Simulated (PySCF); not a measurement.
A geometry optimisation, step by step.

Compound: FGeH4N.
Bonds: N1–Ge2, Ge2–F3. Hydrogens: H4, H5 on N1; H6, H7 on Ge2.

Method: PBE0-D3(BJ)/def2-SVP geometry optimisation, gas phase in PySCF 2.14.0; density fitting, grid level 1; the optimiser is geomeTRIC in internal coordinates, started from a GFN2-xTB structure with every atom displaced at random (about 0.01 Å). The frame can shift and turn from step to step; on so coarse a grid that alone can change the energy by a few meV, and forces under 0.02 eV/Å are noise.

Step 0: E = -60769.5737 eV, largest atomic force 1.521 eV/Å
```
atom  x, y, z in Å  |  force x, y, z in eV/Å
N1      1.117   -0.307    0.125   -0.250  -0.376  -0.886
Ge2    -0.687   -0.108    0.002    0.758   1.255  -0.404
F3     -1.106    1.531   -0.523    0.135  -0.298   0.128
H4      1.666   -0.231   -0.737   -0.375  -0.101   0.257
H5      1.577    0.234    0.828    0.288   0.416   0.679
H6     -1.230   -0.946   -1.097   -0.265  -0.678  -0.571
H7     -1.305   -0.201    1.351   -0.292  -0.218   0.797
```

Step 1: E = -60769.5838 eV, largest atomic force 1.326 eV/Å
```
atom  x, y, z in Å  |  force x, y, z in eV/Å
N1      0.941   -0.533    0.277   -0.254   0.249   0.426
Ge2    -0.677    0.168   -0.138    0.153  -1.244   0.430
F3     -0.552    1.793   -0.707   -0.042   0.608  -0.229
H4      1.565   -0.863   -0.437    0.258  -0.042  -0.432
H5      1.456   -0.042    1.003    0.041  -0.095  -0.033
H6     -1.273   -0.713   -1.257   -0.028   0.267   0.082
H7     -1.425    0.166    1.210   -0.128   0.257  -0.243
```

Step 2: E = -60769.6366 eV, largest atomic force 0.218 eV/Å
```
atom  x, y, z in Å  |  force x, y, z in eV/Å
N1      0.963   -0.547    0.287   -0.078   0.001   0.036
Ge2    -0.668    0.130   -0.113    0.131  -0.166   0.054
F3     -0.556    1.773   -0.705    0.007   0.067  -0.034
H4      1.581   -0.838   -0.464   -0.070   0.090  -0.029
H5      1.488   -0.067    1.012    0.020  -0.034  -0.003
H6     -1.288   -0.690   -1.249    0.001   0.000   0.005
H7     -1.485    0.214    1.182   -0.010   0.043  -0.030
```

Step 3: E = -60769.6412 eV, largest atomic force 0.083 eV/Å
```
atom  x, y, z in Å  |  force x, y, z in eV/Å
N1      0.960   -0.554    0.293    0.027  -0.061   0.049
Ge2    -0.664    0.123   -0.106   -0.034   0.068  -0.028
F3     -0.543    1.766   -0.709    0.008  -0.021  -0.008
H4      1.568   -0.815   -0.477   -0.007   0.046  -0.025
H5      1.492   -0.083    1.018    0.010  -0.015   0.003
H6     -1.283   -0.693   -1.244   -0.001  -0.022   0.000
H7     -1.495    0.231    1.176   -0.004   0.006   0.009
```

Step 4: E = -60769.6429 eV, largest atomic force 0.105 eV/Å
```
atom  x, y, z in Å  |  force x, y, z in eV/Å
N1      0.958   -0.562    0.297    0.012  -0.062   0.013
Ge2    -0.663    0.124   -0.103   -0.039   0.093  -0.029
F3     -0.531    1.762   -0.718    0.006  -0.038  -0.002
H4      1.561   -0.796   -0.485    0.017   0.022  -0.007
H5      1.494   -0.101    1.026   -0.003   0.004   0.008
H6     -1.281   -0.697   -1.240   -0.001  -0.013   0.005
H7     -1.502    0.244    1.173    0.007  -0.005   0.011
```

Step 5: E = -60769.6440 eV, largest atomic force 0.049 eV/Å
```
atom  x, y, z in Å  |  force x, y, z in eV/Å
N1      0.953   -0.571    0.301    0.001  -0.042  -0.021
Ge2    -0.663    0.127   -0.104   -0.019   0.044  -0.009
F3     -0.516    1.759   -0.731    0.004  -0.019  -0.005
H4      1.557   -0.781   -0.488    0.023   0.004   0.011
H5      1.488   -0.118    1.036   -0.011   0.013   0.011
H6     -1.283   -0.699   -1.236   -0.006   0.000   0.004
H7     -1.503    0.258    1.171    0.009  -0.001   0.007
```

Step 6: E = -60769.6447 eV, largest atomic force 0.036 eV/Å
```
atom  x, y, z in Å  |  force x, y, z in eV/Å
N1      0.948   -0.582    0.305   -0.007  -0.010  -0.034
Ge2    -0.663    0.131   -0.106    0.003  -0.012   0.010
F3     -0.499    1.755   -0.745    0.003   0.003  -0.008
H4      1.559   -0.771   -0.485    0.018  -0.008   0.016
H5      1.477   -0.132    1.046   -0.014   0.012   0.011
H6     -1.289   -0.697   -1.233   -0.008   0.009   0.004
H7     -1.499    0.273    1.169    0.006   0.006   0.001
```

Step 7: E = -60769.6454 eV, largest atomic force 0.053 eV/Å
```
atom  x, y, z in Å  |  force x, y, z in eV/Å
N1      0.942   -0.594    0.308   -0.006   0.022  -0.030
Ge2    -0.662    0.134   -0.111    0.017  -0.046   0.019
F3     -0.479    1.751   -0.762    0.002   0.017  -0.009
H4      1.565   -0.768   -0.476    0.004  -0.014   0.014
H5      1.461   -0.145    1.057   -0.012   0.001   0.008
H6     -1.301   -0.693   -1.232   -0.006   0.010   0.002
H7     -1.492    0.290    1.166    0.002   0.011  -0.004
```

Step 8: E = -60769.6457 eV, largest atomic force 0.042 eV/Å
```
atom  x, y, z in Å  |  force x, y, z in eV/Å
N1      0.939   -0.599    0.310   -0.003   0.030  -0.013
Ge2    -0.660    0.135   -0.115    0.016  -0.036   0.013
F3     -0.468    1.749   -0.773    0.001   0.013  -0.007
H4      1.570   -0.773   -0.467   -0.006  -0.011   0.007
H5      1.449   -0.150    1.065   -0.006  -0.009   0.003
H6     -1.309   -0.689   -1.232   -0.002   0.004   0.001
H7     -1.487    0.302    1.164   -0.001   0.009  -0.004
```

Step 9: E = -60769.6459 eV, largest atomic force 0.023 eV/Å
```
atom  x, y, z in Å  |  force x, y, z in eV/Å
N1      0.937   -0.601    0.311    0.001   0.023   0.002
Ge2    -0.659    0.137   -0.118    0.006  -0.009   0.003
F3     -0.461    1.748   -0.781    0.001   0.001  -0.003
H4      1.573   -0.780   -0.460   -0.009  -0.007   0.001
H5      1.443   -0.154    1.070    0.000  -0.011   0.000
H6     -1.313   -0.686   -1.233    0.002  -0.002   0.000
H7     -1.485    0.312    1.160   -0.001   0.005  -0.002
```

Problem. Summarise the path.

Solution. The energy falls by 6.96 kJ/mol from step 0 to step 9; nine tenths of that is first reached at step 3. It falls at every step. The largest force goes from 1.521 to 0.023 eV/Å. Among the bonds Ge2–H6 changes most, from 1.485 to 1.532 Å; the atoms move by 0.034 Å rms after alignment.

What follows is the cost of the whole optimisation. Time: 19 s wall; peak memory 0.34 GiB. Hardware: an Arm Neoverse V1 with one thread, shared host with 32 logical CPUs at a one-minute load of 20.
